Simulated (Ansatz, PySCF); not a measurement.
Spin states of F3Re (SMILES [F][Re]([F])[F]), each relaxed with B3LYP-D3(BJ)/def2-TZVP.
State 1 (charge 0, multiplicity 3):
| atom | x (Å) | y (Å) | z (Å) |
|---|---|---|---|
| Re | -0.0142 | 0.0171 | -0.0143 |
| F | -1.5484 | -0.9781 | -0.0204 |
| F | -0.0158 | 1.7041 | -0.7209 |
| F | 1.5204 | -0.6760 | 0.6996 |
State 2 (charge 0, multiplicity 1):
```xyz
4

Re     0.13313    -0.05078     0.05493
F     -1.56808    -0.70341    -0.14017
F     -0.25909     1.55927    -0.72737
F      1.63605    -0.73801     0.75657
```

Singlets are restricted, other states unrestricted; no spin–orbit coupling, no relativity up to Kr; see below for the cores. The largest T1 diagnostic is 0.027.

Correlated levels freeze the inner cores; with def2 sets outer-core shells near the valence are correlated too. CBS: X⁻³ extrapolation of the correlation energy, Hartree–Fock from the larger set.

Codes used: Ansatz (a quantum-chemistry and plane-wave program); PySCF for the dispersion terms. Values without a source in brackets are computed. In def2 rows elements past Kr take small-core potentials, without spin–orbit coupling.

```csv
level,energy of the multiplicity-1 state less that of the multiplicity-3 state (kcal/mol)
SVWN5/def2-TZVPP,15.19
PBE-D3(BJ)/def2-TZVPP,19.08
PBE0-D4/def2-TZVPP,22.51
CAM-B3LYP/def2-TZVPP,19.97
B2PLYP-D3(BJ)/def2-TZVPP,19.50
B2PLYP-D4/def2-TZVPP,19.50
CCSD/def2-SVP,22.12
CCSD(T)/def2-SVP,20.14
"CCSD(T)/CBS(def2-SVP, def2-TZVPP)",[?]
```

**Question.** Fill in the missing entries.

**Answer.** 
- CCSD(T)/CBS(def2-SVP, def2-TZVPP), energy of the multiplicity-1 state less that of the multiplicity-3 state (kcal/mol): 18.28

Doubts at one or more of the structures used: a restricted determinant that unrestricted orbitals would lower (B2PLYP-D3(BJ)/def2-TZVPP, B2PLYP-D4/def2-TZVPP, CCSD/def2-SVP, CCSD(T)/def2-SVP, CCSD(T)/CBS(def2-SVP, def2-TZVPP)).
